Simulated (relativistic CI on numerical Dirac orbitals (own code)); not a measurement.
## What each ingredient does to the levels of Se XII

Base calculation: Dirac-Coulomb-Breit CI, separate exchange-only KLI orbitals for each configuration, QED by a radiative potential, unscaled Slater integrals.

Configuration list (outside the closed core [Ne]): 3s²3p⁶3d⁵, 3s²3p⁵3d⁶, 3s²3p⁴3d⁷, 3s3p⁶3d⁶, 3s²3p⁶3d⁴4s, 3p⁶3d⁷, 3s²3p⁶3d⁴4p, 3s²3p⁶3d⁴4d, 3s²3p⁶3d³4s², 3s3p⁵3d⁷, 3s²3p⁶3d³4s4p, 3s²3p⁶3d⁴4f, 3s²3p⁶3d⁴5s, 3s²3p⁶3d³4p², 3s²3p⁶3d³4s4d, 3s²3p⁶3d⁴5p. Levels of other configurations are missing.

Variants: (1) QED terms removed; (2) only the first 3 configurations. Shifts of the energy above 3s²3p⁶3d⁵ ⁶S5/2, in cm⁻¹, for the lowest level and the first level of each name with at least 55 % of one term (blank where a level changes its place among those of its configuration and J or its character, or is not in the variant):

```csv
Level,Base,Δ(1),Δ(2)
3s²3p⁶3d⁵ ⁶S5/2,0.0,0.0,0.0
3s²3p⁶3d⁵ ⁴G5/2,71679.6,+14.5,+732.0
3s²3p⁶3d⁵ ⁴G11/2,72496.6,0.0,+519.3
3s²3p⁶3d⁵ ⁴G7/2,72648.9,+2.6,+554.5
3s²3p⁶3d⁵ ⁴G9/2,72990.6,-1.5,+519.5
3s²3p⁶3d⁵ ⁴P5/2,73624.1,+13.5,+1842.1
3s²3p⁶3d⁵ ⁴P3/2,74816.8,+11.4,+1954.2
3s²3p⁶3d⁵ ⁴P1/2,76122.7,+3.8,+1948.9
3s²3p⁶3d⁵ ⁴D7/2,85614.4,+2.9,+1986.6
3s²3p⁶3d⁵ ⁴D1/2,87625.9,-7.2,+2006.9
3s²3p⁶3d⁵ ⁴D5/2,88008.0,-8.8,+1973.4
3s²3p⁶3d⁵ ⁴D3/2,88270.1,-11.1,+1990.2
3s²3p⁶3d⁵ ²I11/2,105900.8,+6.2,-179.7
3s²3p⁶3d⁵ ²I13/2,107464.9,-5.7,-247.2
3s²3p⁶3d⁵ ²D3/2,108024.8,+6.6,+2613.3
3s²3p⁶3d⁵ ²F7/2,111954.6,+5.7,+2582.1
3s²3p⁶3d⁵ ⁴F9/2,115350.8,+6.8,+1180.5
3s²3p⁶3d⁵ ⁴F5/2,116551.2,-3.8,+1469.5
3s²3p⁶3d⁵ ⁴F7/2,117653.5,-11.7,+1166.3
3s²3p⁶3d⁵ ⁴F3/2,119503.4,-16.2,+1508.6
3s²3p⁶3d⁵ ²H9/2,123354.4,+2.2,+888.3
3s²3p⁶3d⁵ ²H11/2,128039.9,-21.8,+503.4
```

At this charge energies of transitions that change n are usually good to better than 1 %, and those within a shell (Δn = 0) to a few per cent. Terms inside the open d or f shell come out 10 to 20 % too wide with unscaled integrals.

Ionisation energy from the two ground configurations alone: base 342.701 eV. The NIST ASD value (theoretical) is 342.9 eV.

LS names give the leading component of a level, which can be under half, so a name can repeat, a term be missing and a line seem to break the LS rules.
